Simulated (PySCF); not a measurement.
**[HfO(H2O)3]2+ at several levels of theory**

Computed with PySCF 2.14.0 (density fitting, no spin-orbit coupling) at the geometry relaxed with PBE0:

```xyz
11
[HfO(H2O)3]2+ (singlet)
Hf   -0.0631   -0.0813   -0.0765
O     0.8749    0.9791    0.8837
O    -1.0149   -1.0457    1.6253
H    -0.7792   -0.7505    2.5283
H    -1.6732   -1.7597    1.7272
O     1.6609   -1.0279   -1.0032
H     1.7800   -1.7403   -1.6601
H     2.5571   -0.7296   -0.7462
O    -1.0943    1.5151   -1.1343
H    -0.8821    2.4458   -0.9167
H    -1.7727    1.5391   -1.8362
```

| level | basis | state | HOMO (eV) | gap (eV) | charge on Hf1 (e) | dipole about the centre of mass (D) | largest force component (eV/Å) |
| --- | --- | --- | --- | --- | --- | --- | --- |
| PBE0 | Hf def2-SVP with ECP60, O def2-SVP, H def2-SVP | singlet | -18.32 | 8.32 | 1.30 | 5.67 | 0.02 |
| PBE0 | Hf def2-TZVP with ECP60, O def2-TZVP, H def2-TZVP | singlet | -18.28 | 8.05 | 1.61 | 5.69 | 0.25 |
| PBE0 | Hf x2c-SVPall, O x2c-SVPall, H x2c-SVPall | singlet | -18.65 | 8.25 | 1.29 | 5.68 | 0.57 |

Charges are Mulliken's, which hang on the basis. The relaxation used the grid (50, 194), these runs (75, 302) or, all-electron (x2c bases, spin-free X2C Hamiltonian), (99, 590).

Question: Order these levels, in the first row's basis, by the HOMO–LUMO gap they give here, smallest first.
A. M06-L
B. r2SCAN
C. CAM-B3LYP
D. BP86

Answer: D (5.93 eV), B (6.48 eV), A (6.55 eV), C (10.31 eV).

Question: And their other results?

Answer: 
```json
{"level": "BP86", "state": "singlet", "HOMO (eV)": "-16.88", "gap (eV)": "5.93", "charge on Hf1 (e)": "1.14", "dipole about the centre of mass (D)": "5.24", "largest force component (eV/Å)": "0.78"}
{"level": "M06-L", "state": "singlet", "HOMO (eV)": "-17.08", "gap (eV)": "6.55", "charge on Hf1 (e)": "1.44", "dipole about the centre of mass (D)": "5.55", "largest force component (eV/Å)": "0.44"}
{"level": "CAM-B3LYP", "state": "singlet", "HOMO (eV)": "-19.61", "gap (eV)": "10.31", "charge on Hf1 (e)": "1.26", "dipole about the centre of mass (D)": "5.84", "largest force component (eV/Å)": "0.14"}
{"level": "r2SCAN", "state": "singlet", "HOMO (eV)": "-17.08", "gap (eV)": "6.48", "charge on Hf1 (e)": "1.29", "dipole about the centre of mass (D)": "5.52", "largest force component (eV/Å)": "0.39"}
```

In the first row's basis the gap widens with exact exchange: 5.9 to 6.5 eV for BP86, r2SCAN, M06-L (none); 8.3 eV for PBE0 (a fixed share); 10.3 eV for CAM-B3LYP (rising or full at long range).

No frequency check is given that shows the relaxed geometry to be a minimum.
